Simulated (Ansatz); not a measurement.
Relaxation of ClH6NOSn (10 atoms, charge 0, multiplicity 1), to a largest force component of 0.03 eV/Å in at most 50 steps.

Method: Ansatz, RKS B3LYP/def2-SVP.

```xyz
10
Properties=species:S:1:pos:R:3:forces:R:3
Sn 0.022 -0.632 -0.341 0.13 -0.16 0.30
O 0.447 0.371 2.620 0.18 -0.70 -0.20
H -0.409 0.392 3.066 -0.05 -0.01 0.02
H 1.283 0.499 -0.528 0.00 0.00 0.00
H -1.535 -0.106 0.120 0.00 -0.01 0.01
Cl -0.293 -1.614 -2.508 0.00 0.01 0.01
N 0.645 -2.156 0.947 -0.11 0.34 -0.04
H 0.008 -2.954 0.899 0.00 -0.01 0.02
H 1.565 -2.508 0.673 0.00 0.01 -0.01
H 0.658 -0.595 2.571 -0.15 0.52 -0.10
```

Where does it end, and by what steps?

The forces met the threshold. After 8 steps the energy has fallen by 0.090 eV; O2 moved furthest, 0.29 Å.

| step | energy less start (eV) | largest force component (eV/Å) | accepted |
| --- | --- | --- | --- |
| 0 | 0.0000 | 0.699 | yes |
| 1 | -0.0602 | 0.587 | yes |
| 2 | -0.0483 | 1.441 | no |
| 3 | -0.0776 | 0.684 | yes |
| 4 | -0.0841 | 0.474 | yes |
| 5 | -0.0880 | 0.150 | yes |
| 6 | -0.0889 | 0.071 | yes |
| 7 | -0.0897 | 0.032 | yes |
| 8 | -0.0898 | 0.022 | yes |

```xyz
10
Properties=species:S:1:pos:R:3
Sn 0.025 -0.554 -0.212
O 0.439 0.236 2.365
H -0.348 0.334 2.919
H 1.273 0.576 -0.461
H -1.570 -0.082 0.177
Cl -0.243 -1.592 -2.371
N 0.647 -2.109 1.038
H -0.002 -2.898 0.989
H 1.552 -2.477 0.733
H 0.616 -0.735 2.341
```

Whether the end is a true minimum wasn't checked by a vibrational analysis.

Time of the run: 24 s on 2 threads of Intel(R) Xeon(R) 6975P-C (Granite Rapids), with other jobs on the host, peak memory 0.25 GiB.
